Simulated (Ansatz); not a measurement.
Born–Oppenheimer molecular dynamics of BF3 (4 atoms, charge 0, multiplicity 1). It starts from a relaxed structure.

Theory: RKS revPBE-D4/def2-SVP (Ansatz).

```
ensemble        : NVT, Nosé–Hoover chain
time step       : 2 fs
steps asked     : 150
set temperature : 100 K
thermostat      : time constant 100 fs, chain length 3 (defaults)
seed            : 752577
```

First frame:

```xyz
4
Properties=species:S:1:pos:R:3
F 0.566 0.198 1.184
B 0.014 -0.015 -0.005
F -0.255 -1.255 -0.400
F -0.270 1.011 -0.799
```

Question: What does the run give?

Answer: The run went to its last step.

```json
{
 "steps done": "150",
 "time covered": "300 fs",
 "mean temperature over the second half": "129 K",
 "spread of the potential energy over the second half": "3.8 meV per atom",
 "mean potential energy of the second half above the start": "8.4 meV per atom"
}
```

The conserved energy stayed within 0.27 meV per atom of its start (net change 0.12 meV per atom), so the integration is sound. The mean temperature of the second half is 29 % above the set value. A run of 0.3 ps of so small a system gives no equilibrium averages.

Question: What happens to the structure?

Answer: The same pairs are bonded in the first frame and the last. Pairs count as bonded within 1.25 times the sum of covalent radii (0.12 Å more for H–H). Another seed would give other details.

Question: How do temperature and energy run in time?

Answer: 
```
time (fs)  T (K)  potential energy less start (eV)  conserved less start (meV/atom)
      0.0    100                             0.000                             0.00
     24.0     70                             0.008                             0.02
     48.0     64                             0.011                             0.05
     72.0     95                             0.005                             0.05
     96.0     74                             0.014                             0.07
    120.0     65                             0.022                             0.11
    144.0    109                             0.019                             0.13
    168.0     73                             0.036                             0.17
    192.0     67                             0.047                             0.18
    216.0    147                             0.032                             0.14
    240.0     73                             0.054                             0.20
    264.0     31                             0.065                             0.23
    288.0    118                             0.042                             0.19
```

The run took 2.8 min on 1 thread of Intel(R) Xeon(R) Platinum 8259CL CPU @ 2.50GHz (Skylake/Cascade Lake), with other jobs on the host, peak memory 0.11 GiB.
